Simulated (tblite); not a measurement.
A tight-binding relaxation on `C=CC[C@H](Br)C#CBF`.

Computed with GFN2-xTB geometry optimisation, gas phase (tblite 0.8.0). Start geometry: from a force field or distance geometry. The command runs a driver script over a list of jobs; the input below is this job's line of settings and its coordinates in Å.

Command:
```bash
OMP_NUM_THREADS=1 python probes_run.py task.json out
```

Input:
```
{"job": {"kind": "relax", "xc": "GFN2-xTB", "basis": "xTB"}, "charge": 0, "multiplicity": 1}
C     -2.587300     1.108900     0.058300
C     -1.403900     0.668800     0.447500
C     -1.117200    -0.802900     0.333200
C      0.042800    -1.089200    -0.566900
Br     0.296100    -3.026900    -0.637200
C      1.199600    -0.453400     0.076800
C      2.177000     0.072200     0.595800
B      3.410500     0.715300     1.276000
F      3.693700     2.097000     1.012800
H     -3.300900     0.377100    -0.328900
H     -2.875400     2.155900     0.116500
H     -0.645200     1.339200     0.864900
H     -2.018900    -1.235900    -0.164200
H     -1.058600    -1.278600     1.324700
H     -0.128900    -0.691800    -1.573900
H      4.309200     0.053200     1.688000
```

Problem. What does the run print?

Solution. 
```
step      E/eV     max force
  0    -718.38181    3.116
  1    -718.65120    1.749
  2    -718.62256    4.396
  3    -718.80706    0.835
  4    -718.83329    0.414
  5    -718.85808    0.601
  6    -718.86835    0.323
  7    -718.88091    0.447
  8    -718.89517    0.337
  9    -718.90193    0.293
... (71 lines left out)
 81    -718.93979    0.017
 82    -718.93982    0.029
 83    -718.93986    0.029
 84    -718.93993    0.020
 85    -718.94000    0.015
 86    -718.94002    0.012
 87    -718.94004    0.013
 88    -718.94006    0.015
 89    -718.94008    0.011
 90    -718.94010    0.007
```

«max force» is the largest atomic force in eV/Å.

Problem. From which step on does the largest force stay under 0.1 eV/Å, and how much energy is left to gain from there?

Solution. From step 16 (0.098 eV/Å), 5.8 meV above the end.

Summary of the converged run: energy lowered by 12.9 kcal/mol over 90 steps; largest atomic force 0.007 eV/Å at the end.

Problem. Give the final coordinates.

Solution. 0.169 Å rms from the input after alignment:
```
atom  x, y, z in Å
C1    -2.6424    1.1385   -0.0330
C2    -1.5172    0.6421    0.4447
C3    -1.1653   -0.8140    0.4045
C4     0.0662   -1.0282   -0.4798
Br5    0.3858   -2.9920   -0.7003
C6     1.2460   -0.4202    0.0653
C7     2.2459    0.0502    0.5556
B8     3.4914    0.6681    1.1455
F9     3.5438    1.9726    1.3109
H10   -3.3981    0.5100   -0.4760
H11   -2.8628    2.1910    0.0093
H12   -0.7686    1.2867    0.8859
H13   -1.9997   -1.3928    0.0034
H14   -0.9433   -1.1733    1.4137
H15   -0.1159   -0.6670   -1.4956
H16    4.4265    0.0372    1.4694
```

Problem. How long does this job take on Intel Xeon Platinum 8259CL at 2.50 GHz, one thread, no GPU, on a shared host?

Solution. About 1.1 s.
Labels such as C1 count atoms from 1, the log's own numbers from 0.
